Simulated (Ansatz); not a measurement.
Basis-set series for `[NH2][GaH][SeH]`. Charge 0, multiplicity 1. The geometry is a stationary point of PBE0-D4/def2-TZVP. It is one conformer, not always the lowest.

Cartesian coordinates in Å:
```
N -1.3630 -0.1537 -0.6133
Ga 0.1183 0.3640 0.2863
Se 1.9659 -1.0312 0.0267
H -1.4179 -0.9788 -1.1846
H -2.2301 0.3543 -0.5932
H 0.1395 1.6486 1.1608
H 2.7873 -0.2032 0.9173
```

```json
{"functional": "PBE0-D4", "basis": "def2-SVP", "functions": "98", "energy (Eh)": "-4382.43834", "HOMO (eV)": "-6.74", "LUMO (eV)": "-0.34"}
{"functional": "PBE0-D4", "basis": "def2-TZVPP", "functions": "183", "energy (Eh)": "-4383.05005", "HOMO (eV)": "-6.92", "LUMO (eV)": "-0.54"}
{"functional": "ωB97M-V", "basis": "def2-SVP", "functions": "98", "energy (Eh)": "-4382.76754", "HOMO (eV)": "-8.88", "LUMO (eV)": "1.41"}
{"functional": "ωB97M-V", "basis": "def2-TZVPP", "functions": "183", "energy (Eh)": "-4383.37985", "HOMO (eV)": "-9.08", "LUMO (eV)": "1.15"}
```

Question: Give the rows for def2-QZVPP. (An estimate is asked.)

Answer: Ansatz gave: 
```tsv
functional	basis	functions	energy (Eh)	HOMO (eV)	LUMO (eV)
PBE0-D4	def2-QZVPP	355	-4383.14802	-6.95	-0.61
ωB97M-V	def2-QZVPP	355	-4383.47480	-9.11	0.91
```

Positive LUMOs are unbound and depend on the basis. Scalar relativity is left out up to krypton.
